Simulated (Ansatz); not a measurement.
Breaking the O3–H4 bond in BeH2O (SMILES [BeH][OH]) (multiplicity 1 held, fragments rigid). Energies count from the point at 0.952 Å.
Geometry at that point (charge 0, multiplicity 1):
```tsv
atom	x (Å)	y (Å)	z (Å)
Be	-0.7841	-0.3530	0.0298
H	-1.9953	-0.8949	0.0798
O	0.5111	0.1852	-0.0736
H	1.0425	0.8250	0.3897
```

R- and RO- levels are restricted; in cc, def2 and unpolarised 6-31G sets they are followed outwards from rest. U- levels take the lowest unrestricted solution at each point, which mixes spins at long bonds. Curves can end on different states.

Frozen-core correlation.

Codes used: Ansatz (a quantum-chemistry and plane-wave program) with Gaussian orbitals. Values without a source in brackets are computed.

Task: One of these levels gives 154.94 kcal/mol for the energy at R = 3.046 Å. Name it.
A. U-B3LYP/aug-cc-pVTZ
B. R-r2SCAN/aug-cc-pVTZ
C. R-MP2/aug-cc-pVTZ

Result: C, R-MP2/aug-cc-pVTZ. The others give 171.70 (R-r2SCAN/aug-cc-pVTZ), 130.03 (U-B3LYP/aug-cc-pVTZ)

Doubts at one or more of the structures used: a restricted determinant that unrestricted orbitals would lower (R-r2SCAN/aug-cc-pVTZ, R-MP2/aug-cc-pVTZ); a spin-contaminated determinant (U-B3LYP/aug-cc-pVTZ).
